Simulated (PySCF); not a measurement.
Computed shifts of a molecule CH₄F₂OSi, PySCF with PBE/pcSseg-1, GIAO, gas phase, equivalent atoms averaged, in ppm (number of nuclei): ¹³C: -6.7 (1). ²⁹Si: -33.3 (1). ¹⁹F: -161.2 (2). ¹H: 2.48 (1), 0.53 (3). References: ¹³C against TMS (σ = 182.0 ppm); ²⁹Si against TMS (σ = 335.4 ppm); ¹⁷O against H2O (σ = 334.3 ppm); ¹⁹F against CFCl3 (σ = 133.6 ppm); ¹H against TMS (σ = 31.49 ppm), references at their B3LYP-D3(BJ)/def2-TZVP geometries, non-relativistic. Coordinates come from a ωB97X-D3(BJ)/def2-SVP optimisation. The values are those of a single conformer.

Which structure fits?
A) CO[SiH](F)F
B) C[Si](O)(F)F
C) O[SiH2]C(F)F
D) OC[SiH](F)F

B, C[Si](O)(F)F
